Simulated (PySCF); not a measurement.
H₄Pb, SMILES [PbH4].

Geometry: PBE0-D3(BJ)/def2-TZVPD. The def2 effective core potentials stand for the cores of Pb; spin–orbit coupling is left out.

Computed with PySCF with r2SCAN/def2-TZVPD.

Symmetry labels are those of the subgroup D2 that the program uses (full group Td).

Computed valence orbital energies around the gap with their symmetry:
```json
[
 {"orbital": "HOMO−7", "symmetry": "B2", "energy (eV)": "-22.07"},
 {"orbital": "HOMO−6", "symmetry": "B3", "energy (eV)": "-22.07"},
 {"orbital": "HOMO−5", "symmetry": "A", "energy (eV)": "-21.80"},
 {"orbital": "HOMO−4", "symmetry": "A", "energy (eV)": "-21.80"},
 {"orbital": "HOMO−3", "symmetry": "A", "energy (eV)": "-14.49"},
 {"orbital": "HOMO−2", "symmetry": "B1", "energy (eV)": "-8.04"},
 {"orbital": "HOMO−1", "symmetry": "B2", "energy (eV)": "-8.04"},
 {"orbital": "HOMO", "symmetry": "B3", "energy (eV)": "-8.04"},
 {"orbital": "LUMO", "symmetry": "A", "energy (eV)": "-1.16"},
 {"orbital": "LUMO+1", "symmetry": "B1", "energy (eV)": "0.47"},
 {"orbital": "LUMO+2", "symmetry": "B2", "energy (eV)": "0.47"},
 {"orbital": "LUMO+3", "symmetry": "B3", "energy (eV)": "0.47"}
]
```
